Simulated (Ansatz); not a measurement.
Reaction (formal exchange of groups at the Al–Cl bond): `[CH3][Al]([Cl])[N]=C=O` + CH₄ → `[CH3][Al]([CH3])[N]=C=O` + HCl

Program: Ansatz. Geometries: PBE0-D4/def2-TZVP. ΔE: electronic, gas phase. CBS: MP2 limit from def2 TZ/QZ plus the TZ coupled-cluster correction, frozen cores. This one scheme is used for every species. One conformer a species, not always the lowest.

`[CH3][Al]([Cl])[N]=C=O`:

```xyz
9

C    -1.419    0.978    0.161
Al    0.356    0.313    0.509
Cl    1.589    1.113    1.996
N     1.029   -1.021   -0.426
C     1.617   -1.910   -0.970
O     2.175   -2.778   -1.510
H    -2.159    0.187    0.314
H    -1.678    1.819    0.806
H    -1.510    1.299   -0.880
```

CH₄:

Cartesian coordinates in Å:
```
C 0.000 0.000 0.000
H 0.954 0.463 -0.251
H 0.127 -0.646 0.868
H -0.350 -0.592 -0.845
H -0.731 0.775 0.228
```

`[CH3][Al]([CH3])[N]=C=O`:

Cartesian coordinates in Å:
```
C -1.738 -0.347 0.887
Al -0.073 0.021 -0.042
C 0.143 0.847 -1.786
N 1.426 -0.450 0.803
C 2.430 -0.765 1.368
O 3.412 -1.073 1.920
H -1.790 0.217 1.824
H -1.806 -1.405 1.161
H -2.621 -0.094 0.296
H 0.666 0.173 -2.471
H -0.808 1.124 -2.247
H 0.758 1.750 -1.713
```

HCl:

```xyz
2

Cl   -0.558    0.107   -0.294
H     0.558   -0.107    0.294
```

```csv
species,MP2/def2-TZVPP energy (Eh)
`[CH3][Al]([Cl])[N]=C=O`,-909.47583
CH₄,-40.41206
`[CH3][Al]([CH3])[N]=C=O`,-489.51907
HCl,-460.30264
```

(1) Work out ΔE.

Largest T1 diagnostic among the species: 0.014.

Answers

(1) ΔE = (-489.51907) + (-460.30264) − (-909.47583) − (-40.41206) = 0.06618 Eh = +41.5 kcal/mol. CCSD(T)/CBS gives +40.8 kcal/mol.

From BLYP to BHLYP (50 % exact exchange), in def2-TZVPP and without D4, ΔE moves by +2.2 kcal/mol. At CCSD(T), def2-SVP lies +1.8 kcal/mol from the extrapolated value and def2-TZVPP −0.4 kcal/mol.
